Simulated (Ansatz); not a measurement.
Geometry optimisation, RKS BHLYP/def2-SVP (Ansatz).

Input file:

```yaml
crystal:
  periodic: [false, false, false]
  atoms:
    - { symbol: Ga, position_ang: [-2.525931, -0.804946, 0.202825] }
    - { symbol: Cl, position_ang: [-1.33919, -2.398466, 1.198444] }
    - { symbol: H, position_ang: [-2.750374, -1.035888, -1.312301] }
    - { symbol: H, position_ang: [-3.071548, 0.280098, 1.163825] }
    - { symbol: H, position_ang: [0.610193, -0.762442, 0.541558] }
    - { symbol: O, position_ang: [0.514136, 0.083917, 0.094648] }
    - { symbol: Si, position_ang: [1.850885, 0.953061, -0.365286] }
    - { symbol: H, position_ang: [2.747637, 1.203114, 0.787411] }
    - { symbol: H, position_ang: [2.622379, 0.249056, -1.416338] }
    - { symbol: H, position_ang: [1.341814, 2.232597, -0.894786] }
basis:
  gaussian: { orbitals: def2-SVP }
hamiltonian:
  xc: { name: BHLYP }
relax:
  f_tol: 0.03
  max_steps: 50
```

Launched with:

```bash
$ ansatz run input.yaml --threads 2 --pin off --max-ram 3072MiB --backend cpu --events-out ev --progress --plain --runs-dir out
```

Problem. Where does it end, and by what steps?

Solution. It converged. After 11 steps the energy has fallen by 0.488 eV; H3 moved furthest, 0.83 Å. Joined: Ga1–O6 (3.17 → 2.13 Å).

```tsv
step	energy less start (eV)	largest force component (eV/Å)	accepted
0	0.0000	0.593	yes
1	-0.1095	0.387	yes
2	-0.2196	0.660	yes
3	-0.3667	0.573	yes
4	-0.4149	0.680	yes
5	-0.3971	0.689	no
6	-0.4688	0.107	yes
7	-0.4806	0.077	yes
8	-0.4866	0.131	yes
9	-0.4875	0.091	yes
10	-0.4879	0.038	yes
11	-0.4884	0.015	yes
```

```xyz
10
Properties=species:S:1:pos:R:3
Ga -1.796 -0.522 0.137
Cl -1.467 -2.459 1.169
H -2.022 -0.656 -1.399
H -2.321 0.609 1.070
H 0.577 -1.046 0.686
O 0.308 -0.238 0.235
Si 1.461 0.856 -0.357
H 2.331 1.276 0.758
H 2.258 0.202 -1.410
H 0.671 1.978 -0.888
```

Time of the run: 15 s on 2 threads of AMD EPYC 9R45 96-Core Processor (Zen 5) (shared host), peak memory 0.29 GiB.
